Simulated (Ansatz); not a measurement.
`C[Si](N)(O)Br` + `FCCl` → `C[SiH](N)O` + `FC(Cl)Br`  (formal exchange of groups at the Si–Br bond)

Computed with Ansatz on PBE0-D4/def2-TZVP structures; ΔE is electronic, products minus reactants. CCSD(T)/CBS is the MP2 limit (def2-TZVPP, def2-QZVPP) plus CCSD(T) − MP2 in def2-TZVPP, frozen cores. This one scheme is used for every species. For Br outer-core shells are correlated without core-valence functions, which leaves a few kJ/mol of doubt a bond. Scalar relativity is left out up to krypton. One conformer a species, not always the lowest.

```
             level  ΔE (eV)
    MP2/def2-TZVPP     1.91
CCSD(T)/def2-TZVPP     1.87
      HF/CBS(def2)     2.07
    CCSD/CBS(def2)     1.95
```

Question: What does CCSD(T)/CBS give? (Estimate.)

Answer: Computed: +1.92 eV. The listed levels differ from it by -0.01, -0.05, 0.15, 0.03 eV.

Largest T1 diagnostic among the species: 0.010.

In def2-TZVPP, CCSD(T) changes the Hartree–Fock value by −0.20 eV (the triples alone add −0.03 eV) and MP2 by −0.16 eV. The D4 term adds +0.04 eV with B3LYP and +0.02 eV with PBE0; it sums over pairs of atoms, weighted by their polarisabilities, and B3LYP, whose exchange is more repulsive, gets the larger term.

B3LYP here is the variant with VWN-RPA as its local correlation; programs differ in this.
